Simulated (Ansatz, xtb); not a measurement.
**Relaxing a trial structure of AlFH2N2**

The starting geometry of this gas-phase singlet was built from a drawn formula by distance geometry and a force field; its bonds are those of `[H]/N=[N]/[AlH][F]`.

```yaml
atoms:
  - { symbol: Al, position_ang: [-3.7817, -0.4637, 0.5981] }
  - { symbol: F, position_ang: [-3.9286, -0.3830, -1.1960] }
  - { symbol: N, position_ang: [-1.4287, -1.7655, 0.7321] }
  - { symbol: N, position_ang: [-2.3226, -1.3229, 1.3967] }
  - { symbol: H, position_ang: [-0.6518, -2.2897, 1.1306] }
  - { symbol: H, position_ang: [-4.9622, 0.1649, 1.5054] }
```

Task: Predict what it relaxes into with r2SCAN-D4/def2-SVP.

Result: It keeps its bonds, and is `N=[N][AlH][F]`.

The energy falls by 0.82 eV over 16 steps:

| step | E − E(last) (eV) |
| --- | --- |
| 1 | 0.816 |
| 3 | 0.239 |
| 4 | 0.218 |
| 6 | 0.142 |
| 8 | 0.031 |
| 9 | 0.021 |
| 11 | 0.002 |
| 13 | 0.000 |
| 14 | 0.000 |
| 16 | 0.000 |

Final geometry (Å):

```xyz
6

Al   -3.7880   -0.4274    0.4495
F    -4.2515   -0.4588   -1.1478
N    -1.1039   -1.4698    1.0755
N    -2.2948   -1.3080    0.8463
H    -0.9319   -2.4805    1.3335
H    -4.7056    0.0845    1.6099
```

From the same start GFN2-xTB ends elsewhere, differing in Al1–N3 (2.22 against 2.95 Å here).

The end wasn't checked by frequencies. Run with Ansatz 0.2.0, 87 s on 1 thread of AMD EPYC (Zen 3), with other jobs on the host.
